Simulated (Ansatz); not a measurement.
A made-up structure of BSnH$_{3}$S, closed shell:

```csv
atom,x (Å),y (Å),z (Å)
B1,0.6231,-1.6028,0.2427
S2,-0.8739,-0.9671,-0.3145
Sn3,0.2141,0.9225,0.0714
H4,-2.0828,-1.4064,-0.7562
H5,1.4611,1.4880,-0.9497
H6,0.5028,1.5093,1.6493
```

It is relaxed with PBE-D4/def2-SVP and then PBE0-D4/def2-TZVP (Ansatz 0.2.0). Atoms count as bonded within 1.22 times the sum of their covalent radii (H–H: 0.88 Å). The end point is not checked to be a true minimum.

(1) Does its bonding change? (A judgement: the text doesn't fix the answer.)

## Answers

(1) The calculation gives: Yes. Formed: B1–H5, B1–H6; broken: Sn3–H5, Sn3–H6.

Where it ends: The first stage lowers the energy by 5.69 eV in 30 steps. It ends as BSnH₃S ([BH2]1[SH][Sn]1):
```
atom    x (Å)    y (Å)    z (Å)
  B1   0.6537   0.0859   0.2312
  S2  -0.7346  -0.7377  -0.8888
 Sn3  -0.6760   1.8073  -0.3513
  H4  -1.7278  -0.9418  -0.0031
  H5   1.6682   0.0237  -0.4127
  H6   0.6607  -0.2940   1.3678
```

Labels in which every atom is bracketed show which atoms are joined, not bond orders.

For scale, one of the runs: PBE0-D4/def2-TZVP relaxation, 136 basis functions, launched by `ansatz run in.yaml --threads 2 --pin off --events-out ev --progress --plain --max-ram 4352MiB`. The run took about 24 s on 2 CPU threads of an Arm Neoverse V2 (shared host).
